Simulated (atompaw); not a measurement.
# What the settings do to the PAW (atompaw) potential of Zr (Z = 40)

Base potential:

atompaw 4.2.0.5 input, output lines left out:

```
Zr 40
GGA-PBESOL scalarrelativistic loggrid 1500 logderivrange -2 5 176
5 5 4 0 0 0
5 1 0
4 2 2
0 0 0
c
c
c
c
v
c
c
c
v
c
v
2
3.00 2.85 2.65 2.50
y
0.75
n
y
1.8
n
y
0.15
n
custom rrkj vanderbiltortho sinc
3 1 ultrasoft
3.00
3.00
3.00
3.00
3.00
2.50
```

All-electron outer shells of the reference configuration (PBEsol, scalar-relativistic, ld1.x):

```
shell  level (eV)  outermost node (bohr)  outermost maximum (bohr)
   4s      -54.46                   0.55                      1.08
   4p      -32.43                   0.56                      1.17
   5s       -4.46                   1.47                      3.15
   4d       -3.61                   0.58                      1.61
   5p       -1.45                   1.70                      4.10
```

Cutoffs, loose and tight: the cutoffs (Ry, on a coarse ladder) from which the occupation-weighted sum of valence levels, in a spherical-Bessel basis at the reference potential, stays within 10 and 1 mRy of its value at 400 Ry. They see the waves, projectors and local potential, not the compensation charge or the core. A dash means not determined.

A true bound ghost makes a file unfit for plane-wave use even where its test errors are small: the radial tests pick states by their node count and pass the ghost by.

```tsv
change	outcome	cutoff, loose	cutoff, tight	bound ghosts
base	generated	10 Ry	12 Ry	s
all radii scaled by about 0.73 (s 2.20, p 2.20, d 2.20 bohr); local potential ultrasoft scheme with l = 3 at 1 Ry, radius 1.94 bohr; augmentation sinc compensation charge, radius 2.10 bohr; PAW radius 2.20 bohr; waves and projectors: custom rrkj vanderbiltortho; core correction smooth core density matched at 1.84 bohr	failed: atompaw: The overlap operator has at least one negative eigenvalue!	–	–	–
all radii scaled by about 0.79 (s 2.38, p 2.38, d 2.38 bohr); local potential ultrasoft scheme with l = 3 at 1 Ry, radius 2.10 bohr; augmentation sinc compensation charge, radius 2.26 bohr; PAW radius 2.38 bohr; waves and projectors: custom rrkj vanderbiltortho; core correction smooth core density matched at 1.98 bohr	failed: atompaw: The overlap operator has at least one negative eigenvalue!	–	–	–
all radii scaled by about 0.86 (s 2.58, p 2.58, d 2.58 bohr); local potential ultrasoft scheme with l = 3 at 1 Ry, radius 2.28 bohr; augmentation sinc compensation charge, radius 2.46 bohr; PAW radius 2.58 bohr; waves and projectors: custom rrkj vanderbiltortho; core correction smooth core density matched at 2.16 bohr	failed: atompaw: The overlap operator has at least one negative eigenvalue!	–	–	–
all radii scaled by about 1.06 (s 3.18, p 3.18, d 3.18 bohr); local potential ultrasoft scheme with l = 3 at 1 Ry, radius 2.82 bohr; augmentation sinc compensation charge, radius 3.02 bohr; PAW radius 3.18 bohr; waves and projectors: custom rrkj vanderbiltortho; core correction smooth core density matched at 2.66 bohr	generated	8 Ry	10 Ry	none
all radii scaled by about 1.09 (s 3.28, p 3.28, d 3.28 bohr); local potential ultrasoft scheme with l = 3 at 1 Ry, radius 2.90 bohr; augmentation sinc compensation charge, radius 3.12 bohr; PAW radius 3.28 bohr; waves and projectors: custom rrkj vanderbiltortho; core correction smooth core density matched at 2.74 bohr	generated	8 Ry	10 Ry	none
all radii scaled by about 1.19 (s 3.56, p 3.56, d 3.56 bohr); local potential ultrasoft scheme with l = 3 at 1 Ry, radius 3.14 bohr; augmentation sinc compensation charge, radius 3.38 bohr; PAW radius 3.56 bohr; waves and projectors: custom rrkj vanderbiltortho; core correction smooth core density matched at 2.96 bohr	generated	6 Ry	8 Ry	none
all radii scaled by about 1.23 (s 3.70, p 3.70, d 3.70 bohr); local potential ultrasoft scheme with l = 3 at 1 Ry, radius 3.28 bohr; augmentation sinc compensation charge, radius 3.52 bohr; PAW radius 3.70 bohr; waves and projectors: custom rrkj vanderbiltortho; core correction smooth core density matched at 3.10 bohr	generated	6 Ry	8 Ry	none
all radii scaled by about 1.30 (s 3.90, p 3.90, d 3.90 bohr); local potential ultrasoft scheme with l = 3 at 1 Ry, radius 3.46 bohr; augmentation sinc compensation charge, radius 3.72 bohr; PAW radius 3.90 bohr; waves and projectors: custom rrkj vanderbiltortho; core correction smooth core density matched at 3.26 bohr	generated	6 Ry	8 Ry	none
```

What comes out with this change to the base: all radii scaled by about 0.93 (s 2.80, p 2.80, d 2.80 bohr); local potential ultrasoft scheme with l = 3 at 1 Ry, radius 2.46 bohr; augmentation sinc compensation charge, radius 2.66 bohr; PAW radius 2.80 bohr; waves and projectors: custom rrkj vanderbiltortho; core correction smooth core density matched at 2.32 bohr?

outcome: generated; cutoff, loose: 10 Ry; cutoff, tight: 15 Ry; bound ghosts: s, p.

Reading the sweep of the scale of all radii (base = 1) (base included, trends over the rows without a ghost): The loose cutoff falls from 8 Ry at 1.06 to 6 Ry at 1.3. A larger radius leaves more room for a smooth pseudo-wave, so fewer plane waves are needed; a smaller one forces it to follow the all-electron wave where it bends sharply. Bound ghosts are found at 0.93, 1. The generation fails at 0.73, 0.79, 0.86.
